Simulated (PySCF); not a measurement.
Work out the structure from these simulated measurements.

Elements present: C, F, H, N and O. Monoisotopic mass: 150.0241 u.

| Quantity | Value |
| --- | --- |
| NMR, other nuclei | isotropic shieldings of nuclei other than C and H, by class: -137 (1 N), -4 (1 N), -67 (1 O), 321 (1 O), 308 (2 F) ppm [GIAO PBE0/pcSseg-1] |
| Dipole | 1.84 D [PBE0/def2-SVPD] |
| UV, first state | lowest singlet excitation: 6.01 eV (206 nm, f = 0.003) [TDDFT PBE0/def2-SVPD] |
| Polarisability | 67.9 au [PBE0/def2-SVPD] |
| 13C NMR | chemical shifts (computed TMS as zero) by class: 190.7 (1 C), 170.8 (1 C), 114.4 (1 C), 61.4 (1 C) ppm [GIAO PBE0/pcSseg-1] |
| Triplet | lowest triplet excitation (Tamm–Dancoff): 4.56 eV [TDA PBE0/def2-SVPD] |
| 1H NMR | chemical shifts (computed TMS as zero) by class: 7.17 (1 H), 5.35 (2 H), 2.02 (1 H) ppm [GIAO PBE0/pcSseg-1] |
| Rotational structure | rotational constants A, B, C: 2.628, 0.785, 0.679 GHz [GFN2-xTB] |
| UV, strongest line | among the 6 lowest singlet transitions: S3 at 7.02 eV (177 nm, f = 0.111) [TDDFT PBE0/def2-SVPD] |

Gas-phase values; electronic properties from PySCF, density fitting. Levels stand in brackets. Isolated species at its GFN2-xTB geometry (one conformer only). NMR values are class means; diastereotopic atoms form classes of their own.

Task: Which formula fits the mass and the elements?

Result: C4H4F2N2O2 (calculated 150.0241). No other formula that holds each of these elements comes within 0.0003 u with a fitting electron parity and a possible valence count.

Task: Propose a structure and show how it fits.

Result: Numbering: `[OH:1][CH2:2][c:3]1[n:4][c:5]([CH:6]([F:7])[F:8])[n:9][o:10]1`. Its formula, C4H4F2N2O2, gives 3 degrees of unsaturation: 1 ring and 2 π bonds in the structure found (Kekulé form). 4 carbons fall into 4 classes; from least to most shielded: substituted aromatic carbon [C3] (190.7 ppm), substituted aromatic carbon [C5] (170.8 ppm), CHF2 carbon [C6] (114.4 ppm), carbinol carbon (C–OH) [C2] (61.4 ppm). Hydrogen classes from least to most shielded: 1 H on a CHF2 carbon, C6 (7.17 ppm), 2 H on a carbinol carbon (C–OH), C2 (5.35 ppm), 1 H on an alcohol oxygen, O1 (2.02 ppm). The other shieldings belong to: -137 ppm, pyridine-type nitrogen [N9]; -4 ppm, pyridine-type nitrogen [N4]; -67 ppm, ring oxygen [O10]; 321 ppm, alcohol oxygen [O1]; 308 ppm, fluorine of a CF2 group [F7/F8]. The optimised geometry has point group C1 and is an asymmetric top. Structure: `n1c(onc1C(F)F)CO`. The assignments are read from this structure; whether some other isomer fits the data as well wasn't checked.

Conformer computed: `[OH:1][CH2:2][c:3]1[n:4][c:5]([CH:6]([F:7])[F:8])[n:9][o:10]1`: O1–C2–C3–N4 22°, N4–C5–C6–F7 -54°, H–O1–C2–C3 -39°.
